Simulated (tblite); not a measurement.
Compound: C4H13GeNSi.
Z-matrix (Å and degrees, GFN2-xTB geometry), rows numbered from 1:
```
Si
N   1  1.7304
Ge  2  1.8305  1  126.61
C   3  1.9987  2  116.44  1    78.21
C   4  1.5277  3  102.61  2   100.62
C   5  1.5295  4  109.17  3    40.42
C   6  1.5275  5  109.19  4   -55.64
H   1  1.4615  2  106.41  3    51.45
H   1  1.4640  2  104.93  3   171.51
H   1  1.4719  2  113.13  3   -68.72
H   2  1.0087  1  114.35  3   151.61
H   3  1.5154  2  103.98  1   -49.69
H   4  1.0886  3  114.55  2   -20.29
H   4  1.0900  3  110.38  2  -142.03
H   5  1.0923  4  111.31  3   162.61
H   5  1.0935  4  109.36  3   -78.23
H   6  1.0925  5  108.68  4    63.47
H   6  1.0922  5  110.50  4  -178.24
H   7  1.0878  3  114.83  2   106.16
H   7  1.0915  3  109.82  2   -15.05
```

Method: GFN2-xTB as coded in tblite; computed harmonic values from a numerical Hessian at the method's own geometry, unscaled. This tight-binding method is rough: wavenumbers can miss measured ones by several per cent, in bad cases by 10 to 20. Modes of hydrogen on germanium and silicon can be 10 to 20 % off. One conformer, not necessarily the lowest.

Harmonic wavenumbers (cm⁻¹): 34.6, 64.6, 77.5, 131.8, 174.1, 197.1, 267.9, 327.8, 381.5, 461.1, 499.8, 540.1, 569.5, 582.1, 586.7, 632.1, 682.5, 727.0, 746.7, 774.3, 801.0, 812.0, 887.8, 903.5, 912.7, 943.3, 1014.1, 1037.5, 1098.4, 1105.6, 1152.2, 1176.4, 1205.5, 1251.4, 1254.6, 1326.6, 1336.7, 1456.6, 1463.7, 1491.2, 1498.7, 1891.2, 2164.0, 2239.9, 2259.6, 2946.8, 2952.2, 2962.3, 2966.7, 2973.2, 2976.6, 2992.5, 3000.9, 3438.6.

A = 3577, B = 843.0, C = 778.3 MHz; mass 177.003 u (most abundant isotopes); point group C1, symmetry number 1.

**Question.** What is the zero-point energy?

**Answer.** Half the sum of the wavenumbers: 34176 cm⁻¹ = 408.84 kJ/mol.

**Question.** Entropy at 298.15 K, 1 bar (ideal gas, RRHO, classical rotation)?

**Answer.** Translation 173.41, rotation 122.62, vibration 132.49: S = 428.5 J/(mol K).

**Question.** And Cp and H(298.15 K) − H(0)?

**Answer.** Cp = 173.61 J/(mol K), of which vibrations give 140.35 (their classical limit is 54 R = 449.0); H(298.15 K) − H(0) = 30.42 kJ/mol without the zero-point energy, 20.50 from vibrations.

**Question.** Blend soft modes into free rotors: weight 1/[1 + (100 cm⁻¹/ν̃)⁴] for the oscillator and the rest for a rotor with moment μB/(μ + B), μ = h/(8π²ν), B = 10⁻⁴⁴ kg m². What vibrational entropy results?

**Answer.** 119.18 J/(mol K) in place of 132.49, which changes −T·S at 298.15 K by +3.97 kJ/mol.

**Question.** What must be added to the electronic energy to get the Gibbs energy at 298.15 K and 1 bar?

**Answer.** ZPE + [H(298.15 K) − H(0)] − T·S = 408.84 + 30.42 − 127.76 = 311.50 kJ/mol.

**Question.** Which modes carry the vibrational entropy at 298.15 K?

**Answer.** 34.6 cm⁻¹: 23.21; 64.6 cm⁻¹: 18.04; 77.5 cm⁻¹: 16.54; 131.8 cm⁻¹: 12.22; 174.1 cm⁻¹: 10.00; 197.1 cm⁻¹: 9.04 J/(mol K); the other 48 give 43.44 together.

**Question.** How do the functions run with temperature in this model?

**Answer.** 
```csv
T (K),S (J/(mol K)),Cp (J/(mol K)),H − H(0) (kJ/mol),G − H(0) (kJ/mol),ln q(vib)
150,337.5,100.6,10.17,-40.46,3.58
250,400.1,149.6,22.63,-77.39,6.33
400,486.2,219.8,50.52,-143.95,10.50
600,589.0,287.6,101.72,-251.71,16.05
900,718.9,351.8,198.45,-448.57,23.92
```

q(vib) and H(0) count from the zero-point level.

Hindered rotation and anharmonicity are outside this model. Other conformers, if any are populated, would add a mixing term that is left out. The structure is chiral; the term R ln 2 for an equal mix with its mirror image is left out.
